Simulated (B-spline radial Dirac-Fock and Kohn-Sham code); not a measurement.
## Core-level shifts of iridium with charge state

Model: Dirac-Fock ΔSCF + Breit + QED. Program: a B-spline atomic structure program. Each ion is free and in its tabulated ground configuration. The model has no electron correlation.

Reference: Ir¹¹⁺, [Kr] 4d10 4f14 5s2 5p4, with 2s 13641.1 eV, 2p3/2 11430.8 eV, 3p3/2 2768.0 eV, 3d3/2 2329.1 eV, 4d5/2 507.0 eV, Kα1 (K-L3) 64893.1 eV, Kβ1 (K-M3) 73555.8 eV, Lα1 (L3-M5) 9177.3 eV. Shifts from it, in eV (a dash: the subshell is empty, belongs to an open shell averaged over j, or its hole state is left out as unreliable):

```tsv
ion	configuration	2s	2p3/2	3p3/2	3d3/2	4d5/2	Kα1	Kβ1	Lα1
Ir¹²⁺	[Kr] 4d10 4f14 5s2 5p3	+27.5	+27.6	+26.6	+26.8	+25.8	+1.01	+1.97	+0.79
Ir¹³⁺	[Kr] 4d10 4f14 5s2 5p2	+55.8	+55.8	+53.9	+54.3	+52.2	+2.10	+4.09	+1.63
Ir¹⁴⁺	[Kr] 4d10 4f14 5s2 5p1	?	?	?	?	?	?	?	?
Ir¹⁵⁺	[Kr] 4d10 4f14 5s2	+114.5	+114.5	+110.2	+111.1	+106.7	+4.51	+8.79	+3.50
Ir¹⁶⁺	[Kr] 4d10 4f13 5s2	+158.7	+158.7	+155.4	+156.1	+145.9	+3.54	+6.88	+2.65
Ir¹⁹⁺	[Kr] 4d10 4f12	+272.3	+272.8	+267.7	+268.8	+248.4	+5.22	+10.30	+4.03
Ir²⁰⁺	[Kr] 4d10 4f11	+321.6	+322.1	+317.8	+318.9	+291.0	+4.21	+8.52	+3.31
```

Q: Give the missing shifts for Ir¹⁴⁺.

A: 2s +84.8, 2p3/2 +84.8, 3p3/2 +81.7, 3d3/2 +82.4, 4d5/2 +79.2, Kα1 +3.27, Kβ1 +6.37, Lα1 +2.54 (eV).

Over this range L1 (2s) moves by +321.6 eV and Kα1 by +4.2 eV: a line is a difference of two levels that shift in the same direction.

Values without a named source are computed, but for edge energies of neutral atoms, which are taken from tables.
